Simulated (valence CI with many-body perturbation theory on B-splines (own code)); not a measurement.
## Assign the levels of S+

Level of theory: configuration interaction combined with many-body perturbation theory (CI+MBPT): five valence electrons over a frozen Dirac-Fock core [Ne], a basis of 9 s, 9 p, 8 d, 6 f, 3 g, 1 h functions for each j, with the one-electron correlation potential Σ1 (screened to all orders), the two-electron term Σ2, the three-electron term Σ3, Breit, model QED; selected single and double excitations, second order for the rest, scaled by the run's own slope (own B-spline code, finite nucleus).

Against 50 measured levels this calculation errs by 81 cm⁻¹ on average and by 269 at most. Among the levels kept, up to 1700 cm⁻¹ of a level comes from second order outside the variational space, and about a tenth of that is noise between levels of different J, which matters for small intervals.

| No. | J | Parity | E (cm⁻¹) | g |
| --- | --- | --- | --- | --- |
| 1 | 3/2 | odd | 0.0 | 2.002 |
| 2 | 3/2 | odd | 14993 | 0.801 |
| 3 | 5/2 | odd | 15020 | 1.200 |
| 4 | 1/2 | odd | 24725 | 0.666 |
| 5 | 3/2 | odd | 24773 | 1.333 |
| 6 | 5/2 | even | 79299 | 1.601 |
| 7 | 3/2 | even | 79656 | 1.735 |
| 8 | 1/2 | even | 79856 | 2.670 |
| 11 | 3/2 | even | 105611 | 1.333 |
| 12 | 1/2 | even | 106043 | 0.666 |
| 13 | 1/2 | even | 109525 | 2.667 |
| 14 | 3/2 | even | 109806 | 1.734 |
| 15 | 3/2 | even | 110230 | 0.400 |
| 16 | 5/2 | even | 110244 | 1.601 |

Energies count from the lowest level. Strongly mixed levels and levels close to another of their J and parity are left out, so the numbers can have gaps.

**Question.** Give configuration and LS term of each level.

**Answer.** 1: 3s²3p³ ⁴S°; 2: 3s²3p³ ²D°; 3: 3s²3p³ ²D°; 4: 3s²3p³ ²P°; 5: 3s²3p³ ²P°; 6: 3s3p⁴ ⁴P; 7: 3s3p⁴ ⁴P; 8: 3s3p⁴ ⁴P; 11: 3s²3p²3d ²P; 12: 3s²3p²3d ²P; 13: 3s²3p²4s ⁴P; 14: 3s²3p²4s ⁴P; 15: 3s²3p²3d ⁴F; 16: 3s²3p²4s ⁴P.
